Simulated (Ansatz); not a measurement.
One change: `[NH2][Nb](=[O])([OH])[OH]` becomes `[CH3][Nb](=[O])([OH])[OH]`.

Ansatz, PBE0-D4/def2-TZVP geometries, multiplicity 1. Each molecule was computed in one conformer, which needn't be the lowest.

Elements past krypton have def2 core potentials.

```json
{"property": "size of the dipole moment (ωB97M-V/def2-TZVPP) / D", "`[NH2][Nb](=[O])([OH])[OH]`": "5.48"}
{"property": "LUMO energy (PBE/def2-TZVPP) / eV", "`[NH2][Nb](=[O])([OH])[OH]`": "-1.59"}
{"property": "size of the dipole moment (PBE/def2-TZVPP) / D", "`[NH2][Nb](=[O])([OH])[OH]`": "5.28"}
{"property": "HOMO–LUMO gap (PBE0/def2-TZVPP) / eV", "`[NH2][Nb](=[O])([OH])[OH]`": "7.31"}
{"property": "size of the dipole moment (B3LYP/def2-TZVPP) / D", "`[NH2][Nb](=[O])([OH])[OH]`": "5.48"}
{"property": "LUMO energy (PBE0/def2-TZVPP) / eV", "`[NH2][Nb](=[O])([OH])[OH]`": "-0.75"}
```

Q: What does the change do to each property? (Estimate.)

A: Ansatz gave: 
```
                                          property  `[CH3][Nb](=[O])([OH])[OH]`  shift
size of the dipole moment (ωB97M-V/def2-TZVPP) / D                         1.14  -4.34
                 LUMO energy (PBE/def2-TZVPP) / eV                        -2.06  -0.47
    size of the dipole moment (PBE/def2-TZVPP) / D                         1.10  -4.18
              HOMO–LUMO gap (PBE0/def2-TZVPP) / eV                         6.94  -0.37
  size of the dipole moment (B3LYP/def2-TZVPP) / D                         1.10  -4.38
                LUMO energy (PBE0/def2-TZVPP) / eV                        -1.18  -0.43
```

With PBE0 the HOMO falls by 0.06 eV and the LUMO falls by 0.43 eV, so the gap narrows by about 0.37 eV. PBE moves the HOMO by -0.11 eV and ωB97M-V by -0.04 eV. Dipoles are sizes alone; their direction can turn.

B3LYP here is the variant with VWN-RPA as its local correlation; programs differ in this.
